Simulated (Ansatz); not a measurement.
`FBBF` + NH₃ → `NBF` + `BF` at 400 K and 1 bar (cleavage of the B–B bond).

Gas-phase electronic energies from Ansatz, PBE0-D4/def2-TZVP geometries. CCSD(T)/CBS adds triple-zeta CCSD(T) − MP2 to the extrapolated MP2 energy (def2 sets, frozen cores). This one scheme is used for every species. One conformer a species, not always the lowest.

| species | CCSD(T)/CBS energy (Eh) | H − E (kJ/mol) | S (J/(mol·K)) |
| --- | --- | --- | --- |
| `FBBF` | -250.44368 | 100.8 | 310.1 |
| NH₃ | -56.50880 | 104.2 | 203.1 |
| `NBF` | -181.19761 | 130.1 | 274.9 |
| `BF` | -125.82039 | 73.4 | 234.2 |

H − E and S are ideal-gas, rigid-rotor, harmonic terms from PBE0-D4/def2-TZVP, for one conformer and one mirror image of each species. 1 Eh = 2625.50 kJ/mol, R = 8.31446 J/(mol·K).

Question: By hand: ΔE, ΔH, ΔS and ΔG.

Answer: ΔE = (-181.19761) + (-125.82039) − (-250.44368) − (-56.50880) = -0.06552 Eh = -172.0 kJ/mol. Δ(H − E) = 130.1 + 73.4 − 100.8 − 104.2 = -1.5, so ΔH = -173.5 kJ/mol. ΔS = 274.9 + 234.2 − 310.1 − 203.1 = -4.1 J/(mol·K). ΔG = -173.5 − 400 × (-4.1)/1000 = -171.9 kJ/mol.

Question: By hand: the equilibrium constant, and the temperature at which ΔG would vanish if ΔH and ΔS stayed fixed.

Answer: log₁₀ K = −ΔG/(RT ln 10) = 22.4. ΔG = 0 at ΔH/ΔS = 42317 K, far beyond where these terms or the molecules hold.

The number of gas molecules stays the same, so ΔS is small and ΔH decides. A doubt of 5 kJ/mol in ΔE shifts log₁₀ K by 0.7 here. Other conformers and mirror images would add mixing entropy, several J/(mol·K) or more a flexible species. These are equilibria of isolated gas molecules and say nothing of rates. Largest T1 diagnostic: 0.014 (customary marks: 0.02 for closed shells, 0.045 for open ones).
